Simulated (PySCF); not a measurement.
PySCF was given this input:
```python
from pyscf import gto, scf, dft

mol = gto.M(
    atom='''
Si   -0.000000   -0.000000   -1.116477
S     0.000000    0.000000    0.976917
''',
    basis='6-311g**',
    charge=-1,
    spin=1,
    verbose=3,
)

mf = dft.UKS(mol)
mf.xc = 'wb97x_v'
mf.grids.atom_grid = (99, 590)
mf.grids.prune = None
mf.kernel()
```

### Question
What does this run give for the Mulliken (on the basis functions themselves) charges in atom order, total energy, number of basis functions?

### Answer

```yaml
Mulliken (on the basis functions themselves) charges in atom order: Si1 -0.22, S2 -0.78
total_energy: -687.603095 Ha
number_of_basis_functions: 52
```

These values belong to the state on which the SCF converged, which isn't shown to be the lowest.
